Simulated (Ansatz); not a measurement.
Consider the redistribution: `[SiH3][SnH]([Cl])[Cl]` + `CO[SiH2][SiH3]` → `[SiH3][SnH2][Cl]` + `CO[SiH]([SiH3])Cl`.

Gas-phase electronic energies from Ansatz, PBE0-D4/def2-TZVP geometries. CBS: MP2 limit from def2 TZ/QZ plus the TZ coupled-cluster correction, frozen cores. DFT in def2-TZVPP. B3LYP here is the variant with VWN-RPA as its local correlation; programs differ in this. HSE06 is defined as in plane-wave codes. def2 core potentials past Kr. For Sn outer-core shells are correlated without core-valence functions, which leaves a few kJ/mol of doubt a bond. One conformer a species, not always the lowest.

| level | ΔE (kcal/mol) | difference from CCSD(T)/CBS |
| --- | --- | --- |
| LDA (SPW92) | -5.9 | -2.3 |
| BLYP-D4 | -2.8 | 0.8 |
| r2SCAN-D4 | -4.1 | -0.5 |
| B97M-V | -4.4 | -0.8 |
| PBE0-D4 | -4.3 | -0.7 |
| B3LYP-D4 | -3.3 | 0.3 |
| r2SCAN0-D4 | -4.5 | -0.9 |
| HSE06-D4 | -4.2 | -0.6 |
| BHLYP-D4 | -3.4 | 0.2 |
| CAM-B3LYP-D4 | -4.0 | -0.4 |
| ωB97X-V | -4.1 | -0.5 |
| ωB97M-V | -4.7 | -1.1 |
| PBE-QIDH | -4.5 | -0.9 |
| PBE | -3.6 | 0.0 |
| revPBE | -2.9 | 0.7 |
| BLYP | -2.1 | 1.5 |
| r2SCAN | -4.0 | -0.4 |
| PBE0 | -4.0 | -0.4 |
| B3LYP | -2.8 | 0.8 |
| r2SCANh | -4.2 | -0.6 |
| r2SCAN0 | -4.4 | -0.8 |
| HSE06 | -4.0 | -0.4 |
| BHLYP | -3.2 | 0.4 |
| CAM-B3LYP | -3.8 | -0.2 |
| LC-ωPBE | -4.9 | -1.3 |
| RPA@PBE/def2-TZVPP | -4.0 | -0.4 |
| HF/def2-SVP | -1.7 | 1.9 |
| MP2/def2-SVP | -2.9 | 0.7 |
| CCSD/def2-SVP | -2.7 | 0.9 |
| HF/def2-TZVPP | -2.4 | 1.2 |
| MP2/def2-TZVPP | -4.6 | -1.0 |
| SCS-MP2/def2-TZVPP | -3.9 | -0.3 |
| CCSD/def2-TZVPP | -4.4 | -0.8 |
| CCSD(T)/def2-TZVPP | -4.5 | -0.9 |
| HF/def2-QZVPP | -2.1 | 1.5 |
| MP2/def2-QZVPP | -3.9 | -0.3 |
| SCS-MP2/def2-QZVPP | -3.3 | 0.3 |
| HF/CBS(def2) | -2.1 | 1.5 |
| MP2/CBS(def2) | -3.6 | 0.0 |
| CCSD/CBS(def2) | -3.5 | 0.1 |
| CCSD(T)/CBS | -3.6 | 0 |

Largest T1 diagnostic among the species: 0.012.

At CCSD(T), def2-SVP lies +0.8 kcal/mol from the extrapolated value and def2-TZVPP −0.9 kcal/mol. In def2-TZVPP, CCSD(T) changes the Hartree–Fock value by −2.1 kcal/mol (the triples alone add −0.1 kcal/mol) and MP2 by −2.1 kcal/mol.
